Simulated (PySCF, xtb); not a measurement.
Si(F)2(I)(OH) (F2HIOSi), SMILES O[Si](F)(F)I. Other conformers were not sampled.

Harmonic wavenumbers (cm⁻¹) from GFN2-xTB (xtb) at its own minimum, in rising order: 136, 149, 202, 216, 256, 273, 463, 753, 853, 911, 1027, 3644.

Problem. What does PBE-D3(BJ)/def2-SVP (PySCF) give at its own minimum? (Estimate from the structure and the level; the computed values follow.)

Solution. 108, 171, 187, 229, 312, 315, 430, 746, 846, 934, 968, 3743. Paired by order, the mean absolute difference is 34 cm⁻¹ and the zero-point energies are 12.7 and 12.9 kcal/mol.
